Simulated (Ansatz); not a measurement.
`N#CN[SiH2]O`. The species carries charge 0 and has multiplicity 1. The structure was optimised at the PBE0-D4/def2-TZVP level. It is one conformer, not always the lowest.

```xyz
9

N    -1.856    0.966    1.926
C    -0.867    0.539    1.509
N     0.248    0.028    0.991
Si    0.342   -0.607   -0.638
O     0.580    0.531   -1.786
H     1.085    0.213    1.526
H     1.552   -1.450   -0.652
H    -0.934   -1.324   -0.841
H    -0.149    1.102   -2.035
```

Q: What is the dipole moment at ωB97M-V/def2-TZVPP? (An estimate is asked.)

A: The calculation gave: 3.40 D, with components (2.77, -0.90, -1.75) D in this frame, pointing from negative to positive charge.

Q: And with PBE, r2SCAN, B3LYP? (Estimate.)

A: The calculation gave: PBE 3.41 D, r2SCAN 3.50 D, B3LYP 3.43 D.

Q: Give the Mulliken charges with ωB97M-V, r2SCAN, B3LYP in def2-TZVPP. (Estimate.)

A: Ansatz gave: 
| atom | ωB97M-V | r2SCAN | B3LYP |
| --- | --- | --- | --- |
| N1 | -0.09 | -0.13 | -0.04 |
| C2 | -0.01 | 0.03 | -0.09 |
| N3 | -0.27 | -0.31 | -0.26 |
| Si4 | 0.44 | 0.54 | 0.52 |
| O5 | -0.36 | -0.39 | -0.37 |
| H6 | 0.14 | 0.18 | 0.17 |
| H7 | -0.02 | -0.06 | -0.06 |
| H8 | -0.02 | -0.06 | -0.06 |
| H9 | 0.19 | 0.21 | 0.20 |

B3LYP here is the variant with VWN-RPA as its local correlation; programs differ in this.
